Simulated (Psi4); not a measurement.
F3Se (SMILES F[Se](F)F), doublet, geometry from GFN2-xTB (the spin is typed, not shown lowest), atoms displaced at random by about 0.03 Å a coordinate; Psi4 with R2SCAN/STO-3G, gradient.

The Psi4 input:
```
memory 2 GB

molecule {
0 2
Se   -0.27515765    0.21062466    0.09654945
F    -0.98378623   -1.52957270    0.11925341
F     0.76808438    1.51402588   -0.68319720
F     1.20655546   -0.70123495    0.20131934
symmetry c1
no_reorient
no_com
}

set {
  basis sto-3g
  reference uks
}

gradient('r2scan')
print_variables()
```

### Question
Write the output that Psi4 gives for this input, abridged.

### Answer

```
gradient() will perform analytic gradient computation.

   => Loading Basis Set <=

    Name: STO-3G
    Role: ORBITAL
    Keyword: BASIS

         ---------------------------------------------------------
                                   SCF
               by Justin Turney, Rob Parrish, Andy Simmonett
                          and Daniel G. A. Smith
                              UKS Reference
         ---------------------------------------------------------

  ==> Geometry <==

    Molecular point group: c1
    Full point group: C1

    Geometry (in Angstrom), charge = 0, multiplicity = 2:

       Center              X                  Y                   Z               Mass
    ------------   -----------------  -----------------  -----------------  -----------------
         SE          -0.275157650000     0.210624660000     0.096549450000    79.916521800000
         F           -0.983786230000    -1.529572700000     0.119253410000    18.998403162730
         F            0.768084380000     1.514025880000    -0.683197200000    18.998403162730
         F            1.206555460000    -0.701234950000     0.201319340000    18.998403162730

  Running in c1 symmetry.

  Rotational constants: A =      0.32775  B =      0.13180  C =      0.09896 [cm^-1]
  Rotational constants: A =   9825.64210  B =   3951.34155  C =   2966.73841 [MHz]
  Nuclear repulsion =  314.822830457845669

  Charge       = 0
  Multiplicity = 2
  Electrons    = 61
  Nalpha       = 31
  Nbeta        = 30

  ==> Algorithm <==

  SCF Algorithm Type is DF.
  DIIS enabled.
  MOM disabled.
  Fractional occupation disabled.
  Guess Type is SAD.
  Energy threshold   = 1.00e-08
  Density threshold  = 1.00e-08
  Integral threshold = 1.00e-12

  ==> Primary Basis <==

  Basis Set: STO-3G
    Blend: STO-3G
    Number of shells: 17
    Number of basis functions: 33
    Number of Cartesian functions: 34
    Spherical Harmonics?: true
    Max angular momentum: 2

  ==> DFT Potential <==

   => LibXC <=

    Version 7.1.2
    S. Lehtola, C. Steigemann, M. J. T. Oliveira, and M. A. L. Marques,  SoftwareX 7, 1–5 (2018) (10.1016/j.softx.2017.11.002)

   => Composite Functional: R2SCAN <=

    r2SCAN Meta-GGA XC Functional  (0.1021/acs.jpclett.0c02405)
    J. W. Furness, A. D. Kaplan, J. Ning, J. P. Perdew, J. Sun  J. Phys. Chem. Lett.  11, 8208–8215, 2020

    Deriv               =              1
    GGA                 =           TRUE
    Meta                =           TRUE

    Exchange Hybrid     =          FALSE
    MP2 Hybrid          =          FALSE

   => Exchange Functionals <=

    1.0000   XC_MGGA_X_R2SCAN

   => Correlation Functionals <=

    1.0000   XC_MGGA_C_R2SCAN

   => LibXC Density Thresholds  <==

    XC_MGGA_C_R2SCAN:  1.00E-15
    XC_MGGA_X_R2SCAN:  1.00E-11

   => Molecular Quadrature <=

    Radial Scheme          =       TREUTLER
    Pruning Scheme         =           NONE
    Nuclear Scheme         =       TREUTLER

    Blocking Scheme        =         OCTREE
    BS radius alpha        =              1
    Pruning alpha          =              1
    Radial Points          =             75
    Spherical Points       =            302
    Total Points           =          84454
    Total Blocks           =            684
    Max Points             =            256
    Max Functions          =             30
    Weights Tolerance      =       1.00E-15

   => Loading Basis Set <=

    Name: (STO-3G AUX)
    Role: JKFIT
    Keyword: DF_BASIS_SCF

  ==> Integral Setup <==

  SCF_SUBTYPE=INCORE selected. In-core MEM_DF algorithm will be used.
  Using in-core AOs.

  ==> MemDFJK: Density-Fitted J/K Matrices <==

    J tasked:                   Yes
    K tasked:                    No
    wK tasked:                   No
    Algorithm:                 Core
    Schwarz Cutoff:           1E-12
    Mask sparsity (%):       3.3058
    Fitting Condition:        1E-10

   => Auxiliary Basis Set <=

  Basis Set: (STO-3G AUX)
    Blend: DEF2-UNIVERSAL-JKFIT
    Number of shells: 135
    Number of basis functions: 497
    Number of Cartesian functions: 650
    Spherical Harmonics?: true
    Max angular momentum: 5

  Minimum eigenvalue in the overlap matrix is 4.3360214308E-01.
  Reciprocal condition number of the overlap matrix is 2.6769891533E-01.
    Using symmetric orthogonalization.

  ==> Pre-Iterations <==

  SCF Guess: Superposition of Atomic Densities via on-the-fly atomic UHF (no occupation information).

   -------------------------
    Irrep   Nso     Nmo
   -------------------------
     A         33      33
   -------------------------
    Total      33      33
   -------------------------

  ==> Iterations <==

                           Total Energy        Delta E     RMS |[F,P]|

   @DF-UKS iter SAD: -2667.90866352605599   -2.66791e+03   0.00000e+00
   @DF-UKS iter   1: -2669.85435117526777   -1.94569e+00   9.51849e-03 DIIS/ADIIS
   @DF-UKS iter   2: -2669.80126661520308    5.30846e-02   9.80466e-03 DIIS/ADIIS
   @DF-UKS iter   3: -2669.84826549442460   -4.69989e-02   8.17036e-03 DIIS/ADIIS
   @DF-UKS iter   4: -2669.89040631780335   -4.21408e-02   5.06748e-03 DIIS/ADIIS
   @DF-UKS iter   5: -2669.91325130428368   -2.28450e-02   1.11245e-03 DIIS/ADIIS
   @DF-UKS iter   6: -2669.91426161952131   -1.01032e-03   5.81374e-04 DIIS/ADIIS
   @DF-UKS iter   7: -2669.91463223309529   -3.70614e-04   2.64541e-05 DIIS
   @DF-UKS iter   8: -2669.91463383937389   -1.60628e-06   7.02324e-06 DIIS
   @DF-UKS iter   9: -2669.91463396054633   -1.21172e-07   4.23419e-06 DIIS
   @DF-UKS iter  10: -2669.91463398151109   -2.09648e-08   2.41464e-07 DIIS
   @DF-UKS iter  11: -2669.91463398160158   -9.04947e-11   7.28422e-08 DIIS
   @DF-UKS iter  12: -2669.91463398161068   -9.09495e-12   4.68726e-09 DIIS
  Energy and wave function converged.

  ==> Post-Iterations <==

   Electrons on quadrature grid:
      Nalpha   =   31.0000165784 ; deviation = 1.658e-05
      Nbeta    =   30.0000177082 ; deviation = 1.771e-05
[...]
   @S^2 Expected:                7.500000000E-01
   @S^2 Observed:                7.556181906E-01
   @S   Expected:                5.000000000E-01
   @S   Observed:                5.000000000E-01

    Orbital Energies [Eh]
    ---------------------

    Alpha Occupied:

[...]
      31A     -0.079879

    Alpha Virtual:

[...]
    Beta Occupied:

[...]
    Beta Virtual:

[...]
    Final Occupation by Irrep:
              A
    DOCC [    30 ]
    SOCC [     1 ]
    NA   [    31 ]
    NB   [    30 ]

  @DF-UKS Final Energy: -2669.91463398161068

   => Energetics <=

    Nuclear Repulsion Energy =            314.8228304578456687
    One-Electron Energy =               -4366.7147599994832490
    Two-Electron Energy =                1501.5670257991023391
    DFT Exchange-Correlation Energy =    -119.5897302390753936
    Empirical Dispersion Energy =           0.0000000000000000
    VV10 Nonlocal Energy =                  0.0000000000000000
    Total Energy =                      -2669.9146339816106774

  UHF NO Occupations:
  HONO-2 :   29  A 1.9994363
  HONO-1 :   30  A 1.9977520
  HONO-0 :   31  A 1.0000000
  LUNO+0 :   32  A 0.0022480
  LUNO+1 :   33  A 0.0005637

Computation Completed

Properties will be evaluated at   0.000000,   0.000000,   0.000000 [a0]

Properties computed using the SCF density matrix

 Multipole Moments:

 ------------------------------------------------------------------------------------
     Multipole            Electronic (a.u.)      Nuclear  (a.u.)        Total (a.u.)
 ------------------------------------------------------------------------------------

 L = 1.  Multiply by 2.5417464519 to convert [e a0] to [Debye]
 Dipole X            :          0.7731832           -0.8270908           -0.0539076
 Dipole Y            :         -1.2419794            1.3420882            0.1001089
 Dipole Z            :          0.0062428            0.0360205            0.0422634
 Magnitude           :                                                    0.1213013

 ------------------------------------------------------------------------------------

         ------------------------------------------------------------
                                   SCF GRAD
                          Rob Parrish, Justin Turney,
                       Andy Simmonett, and Alex Sokolov
         ------------------------------------------------------------

  ==> Geometry <==

    Molecular point group: c1
    Full point group: C1

    Geometry (in Angstrom), charge = 0, multiplicity = 2:

       Center              X                  Y                   Z               Mass
    ------------   -----------------  -----------------  -----------------  -----------------
         SE          -0.275157650000     0.210624660000     0.096549450000    79.916521800000
         F           -0.983786230000    -1.529572700000     0.119253410000    18.998403162730
         F            0.768084380000     1.514025880000    -0.683197200000    18.998403162730
         F            1.206555460000    -0.701234950000     0.201319340000    18.998403162730

  Nuclear repulsion =  314.822830457845669

  ==> Basis Set <==

  Basis Set: STO-3G
    Blend: STO-3G
    Number of shells: 17
    Number of basis functions: 33
    Number of Cartesian functions: 34
    Spherical Harmonics?: true
    Max angular momentum: 2

  ==> DFJKGrad: Density-Fitted SCF Gradients <==

    Gradient:                    1
    J tasked:                  Yes
    K tasked:                   No
    wK tasked:                  No
    Integrals threads:           1
    Schwarz Cutoff:          1E-12
    Fitting Condition:       1E-10

   => Auxiliary Basis Set <=

  Basis Set: (STO-3G AUX)
    Blend: DEF2-UNIVERSAL-JKFIT
    Number of shells: 135
    Number of basis functions: 497
    Number of Cartesian functions: 650
    Spherical Harmonics?: true
    Max angular momentum: 5

  ==> DFT Potential <==

   => LibXC <=

    Version 7.1.2
    S. Lehtola, C. Steigemann, M. J. T. Oliveira, and M. A. L. Marques,  SoftwareX 7, 1–5 (2018) (10.1016/j.softx.2017.11.002)

   => Composite Functional: R2SCAN <=

    r2SCAN Meta-GGA XC Functional  (0.1021/acs.jpclett.0c02405)
    J. W. Furness, A. D. Kaplan, J. Ning, J. P. Perdew, J. Sun  J. Phys. Chem. Lett.  11, 8208–8215, 2020

    Deriv               =              1
    GGA                 =           TRUE
    Meta                =           TRUE

    Exchange Hybrid     =          FALSE
    MP2 Hybrid          =          FALSE

   => Exchange Functionals <=

    1.0000   XC_MGGA_X_R2SCAN

   => Correlation Functionals <=

    1.0000   XC_MGGA_C_R2SCAN

   => LibXC Density Thresholds  <==

    XC_MGGA_C_R2SCAN:  1.00E-15
    XC_MGGA_X_R2SCAN:  1.00E-11

   => Molecular Quadrature <=

    Radial Scheme          =       TREUTLER
    Pruning Scheme         =           NONE
    Nuclear Scheme         =       TREUTLER

    Blocking Scheme        =         OCTREE
    BS radius alpha        =              1
    Pruning alpha          =              1
    Radial Points          =             75
    Spherical Points       =            302
    Total Points           =          84454
    Total Blocks           =            684
    Max Points             =            256
    Max Functions          =             30
    Weights Tolerance      =       1.00E-15

  -Total Gradient:
     Atom            X                  Y                   Z
    ------   -----------------  -----------------  -----------------
       1        0.063465891944    -0.022958456217    -0.006709725386
       2        0.000913559331     0.008189057819    -0.000819875994
       3       -0.016944258435    -0.007854791134     0.006316218002
       4       -0.046024064905     0.021497564425     0.000957290340

  Variable Map:
  ----------------------------------------------------------------------------
[...]
  Array Variable Map:
  ----------------------------------------------------------------------------
[...]
[...]
```
